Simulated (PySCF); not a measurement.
InI2, SMILES [I][In][I], multiplicity 2.

Coordinates come from a B3LYP-D3(BJ)/def2-SVP optimisation. The spin state was assumed, not searched. The isomer is the one that the SMILES or the coordinates give; other isomers of the formula were not compared. The def2 effective core potentials stand for the cores of I, In; spin–orbit coupling is left out.

Computed with B3LYP-D3(BJ)/def2-SVP run with PySCF.

Frequencies are harmonic and unscaled.

```
mode  ν (cm⁻¹)  IR (km/mol)  moving atoms (share of kinetic energy)
----  --------  -----------  --------------------------------------
1           37          0.5                         I 70 %, In 30 %
2          143          4.9                         I 61 %, In 39 %
3          187         29.7                         In 63 %, I 37 %
```
